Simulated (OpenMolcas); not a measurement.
# Computed transition rates of Ar2+

```json
{"Program": "OpenMolcas 26.06", "Method": "CASSCF", "Basis": "ANO-RCC-VTZP [5s4p2d1f]", "Scalar Hamiltonian": "DKH4, point nucleus", "Active space": "6 electrons in 4 orbitals (3s 3p)", "State averaging": "2S+1 = 3 even, 3 roots; 2S+1 = 1 even, 6 roots kept (CI in the orbitals of an earlier block); 2S+1 = 3 odd, 3 roots", "Spin-orbit coupling": "state interaction with AMFI integrals over the reference wave functions, term energies averaged over their components"}
```

Rates come from the transition moments of the reference wave functions (E1 and E2 in the length form). At fixed line strength A goes as λ^-3 for E1 and M1 and as λ^-5 for E2, so a rate at the computed wavelength can be rescaled to the measured one. Measured vacuum wavelengths follow from level energies in Saloman, J. Phys. Chem. Ref. Data 39, 033101 (2010). Branching counts decays inside the model space alone, at computed energies, and the table is only a selection of the E2 and M1 lines, drawn from those between levels with measured partners whose computed energy lies within a factor of 1.5 of the measured one.

| Upper | Lower | Type | λ computed (nm) | λ measured (nm) | A computed (s-1) | A rescaled (s-1) | Branching % |
| --- | --- | --- | --- | --- | --- | --- | --- |
| 3s² 3p⁴ ¹S₀ | 3s² 3p⁴ ³P₁ | M1 | 324.5 | 311 | 3.32e+00 |  | 80.7 |
| 3s² 3p⁴ ¹S₀ | 3s² 3p⁴ ¹D₂ | E2 | 675.8 | 519.3 | 7.83e-01 | 2.92e+00 | 19.0 |
| 3s² 3p⁴ ¹D₂ | 3s² 3p⁴ ³P₂ | M1 | 586.4 | 713.8 | 3.46e-01 |  | 77.8 |
| 3s² 3p⁴ ¹D₂ | 3s² 3p⁴ ³P₁ | M1 | 624.1 | 775.3 | 9.58e-02 |  | 21.6 |
| 3s² 3p⁴ ³P₁ | 3s² 3p⁴ ³P₂ | M1 | 9728 | 8991 | 2.45e-02 | 3.10e-02 | 100.0 |
| 3s² 3p⁴ ³P₀ | 3s² 3p⁴ ³P₁ | M1 | 22950 | 21830 | 4.47e-03 | 5.19e-03 | 100.0 |
| 3s² 3p⁴ ¹D₂ | 3s² 3p⁴ ³P₂ | E2 | 586.4 | 713.8 | 2.23e-03 |  | 0.5 |

Spin-changing lines and M1 lines between different terms are not rescaled, since their strength hangs on the term gaps too.

The largest correction is for 3s² 3p⁴ ¹S₀ → 3s² 3p⁴ ¹D₂ (E2): 7.83e-01 × (675.8 / 519.3)^5 = 2.92e+00 s-1, a factor of 3.73.

The computed rate and branching of 3s² 3p⁴ ³P₁ → 3s² 3p⁴ ³P₂ give the upper level a radiative lifetime of 1.000 / 2.45e-02 s-1 = 4.08e+01 s, counting decays inside the model space alone. The rescaled rate gives about 3.2e+01 s.

No measured rate stands beside these. Rescaling mends the energy factor alone: line strengths can still be far off where a level mixes with configurations outside the active space, and weak or spin-changing lines hang on small mixing coefficients that depend on the term gaps too, so rescaling need not improve them.

Terms from blocks run as CI alone lack orbitals of their own. Computed and measured levels are paired by configuration, term and J; levels that our copy of the source lacks, or whose pairing is in doubt (as where it misses far off the trend of its configuration), stay unpaired. Only configurations of the active space appear.
